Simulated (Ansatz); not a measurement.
The same ligand exchange along the group C, Si, Ge, Sn.

Calculated with Ansatz (gas phase, PBE0-D4/def2-TZVP geometries, no zero-point term in ΔE). CBS: MP2 limit from def2 TZ/QZ plus the TZ coupled-cluster correction, frozen cores. This one scheme is used for every species. Functionals use def2-TZVPP. Elements past krypton have def2 core potentials. For Ge, I, Sn outer-core shells are correlated without core-valence functions, which leaves a few kJ/mol of doubt a bond. Scalar relativity is left out up to krypton.

```csv
reaction,CCSD(T)/CBS(def2) (kcal/mol)
difluoromethane + HI → `FCI` + H–F,?
`F[SiH2]F` + HI → `F[SiH2]I` + H–F,14.9
`[F][GeH2][F]` + HI → `[F][GeH2][I]` + H–F,-4.7
`[F][SnH2][F]` + HI → `[F][SnH2][I]` + H–F,-14.1
```

(1) Fill in the missing values. (An estimate is asked.)

Largest T1 diagnostic: 0.014, for `[F][SnH2][F]`.

Results:

(1) The calculation gave: difluoromethane + HI → `FCI` + H–F: -1.8 kcal/mol.
